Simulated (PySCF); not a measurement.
C₆H₈FN₃.
Bonds: F1–C2, C2–C3 (aromatic), C3–N4 (aromatic), N4–N5 (aromatic), N5–C6, C6–C7, C7–C8, C8–C9, N5–N10 (aromatic), C2–N10 (aromatic), C6–C9. Hydrogens: H11 on C3; H12 on C6; H13, H14 on C7; H15, H16 on C8; H17, H18 on C9.

NICS is the negative of the GIAO shielding at a point without a nucleus: at the ring centre (0) and 1 Å above and below it (1); zz is the component along the ring normal. Level: GIAO PBE0/pcSseg-1 (PySCF, non-relativistic, gas phase) on the PBE0-D3(BJ)/def2-SVP geometry, one conformer.

Rings: 1. C2–C3–N4–N5–N10; 2. C6–C7–C8–C9.

```json
{"set": "P", "NICS(0)": "-13.7", "NICS(1), two faces": "-12.4 / -12.4", "NICS(1)zz, two faces": "-29.5 / -29.5"}
{"set": "Q", "NICS(0)": "-3.2", "NICS(1), two faces": "-2.1 / -1.0", "NICS(1)zz, two faces": "0.2 / 2.9"}
```

Task: Which set (ppm) belongs to which ring?

Result: P = 1, Q = 2.
- 1 (5-membered ring with 3 N; formal bonds all aromatic): mean NICS(1)zz -29.5 ppm, shielded, aromatic by this magnetic criterion (flat ring, no four-coordinate atom).
- 2 (4-membered carbocycle; formal bonds all single): mean NICS(1)zz 1.5 ppm, near zero. C6, C7, C8, C9 have four or more neighbours, so the value isn't read as a sign of a π ring current.

Task: How do the rings differ in shape?

Result: 
```json
{"ring": "1", "bond lengths (Å)": "1.402, 1.330, 1.313, 1.320, 1.316", "rms pucker (Å)": "0.00", "HOMA": "0.98", "nearest outside atom to a NICS(1) probe (Å)": "hydrogen 2.45"}
{"ring": "2", "bond lengths (Å)": "1.537, 1.541, 1.541, 1.537", "rms pucker (Å)": "0.13", "HOMA": "–", "nearest outside atom to a NICS(1) probe (Å)": "hydrogen 1.38"}
```

HOMA = 1 − mean of α(R − Ropt)² over the ring bonds, with Krygowski's 1993 parameters (CC: Ropt 1.388 Å, α 257.7 Å⁻²; CN: Ropt 1.334 Å, α 93.52 Å⁻²; NN: Ropt 1.309 Å, α 130.33 Å⁻²). A dash marks a ring with a four-coordinate atom, a triple bond, no multiple bond or a kind of bond without parameters.

The values belong to the conformer `[F:1][c:2]1[cH:3][n:4][n:5]([CH:6]2[CH2:7][CH2:8][CH2:9]2)[n:10]1`: N4–N5–C6–C7 -127°.
